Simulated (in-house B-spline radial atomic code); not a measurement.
# Rb VI (Rb5+): [Ar] (3d3/2)3 (3d5/2)6 4s2 (4p3/2)2 6s1 (an excited or competing configuration)

Level of theory: Dirac-Hartree-Fock, average of the jj configuration, Fermi nucleus of rms radius 4.2036 fm; calculated with a B-spline radial code for spherical atoms.

Effective charges: Z_r = [3n² - l(l+1)]/(2<r>) from the radius, Z_e = n√(-2ε) from the energy, and Slater's rules. Values are occupation-weighted means over j. An effective charge above Z reflects the relativistic contraction of the inner shells.

| shell | electrons | ε (eV) | <r> (bohr) | Z_r | Z_e | Slater |
| --- | --- | --- | --- | --- | --- | --- |
| 1s | 2 | -15402 | 0.04028 | 37.24 | 33.65 | 36.70 |
| 2s | 2 | -2214.8 | 0.177 | 33.91 | 25.52 | 32.85 |
| 2p | 6 | -1970.2 | 0.1549 | 32.28 | 24.07 | 32.85 |
| 3s | 2 | -439.6 | 0.5017 | 26.91 | 17.05 | 25.75 |
| 3p | 6 | -357.5 | 0.5093 | 24.54 | 15.38 | 25.75 |
| 3d | 9 | -224.92 | 0.5052 | 20.78 | 12.20 | 16.20 |
| 4s | 2 | -114.62 | 1.286 | 18.66 | 11.61 | 11.50 |
| 4p | 2 | -94.158 | 1.403 | 16.39 | 10.52 | 11.50 |
| 6s | 1 | -26.71 | 4.64 | 11.64 | 8.41 | 6.00 |

The least bound orbital is 6s1/2 at -26.71 eV, and it is also the most diffuse (<r> = 4.64 bohr). The part-filled 3d shell lies below the filled 4s shell in orbital energy.

For the 1s electron the small component carries 1.81 % of the norm, the zero-frequency Breit interaction raises the level by 25.78 eV, self-energy by 13.74 eV, and vacuum polarisation lowers it by 1.455 eV.
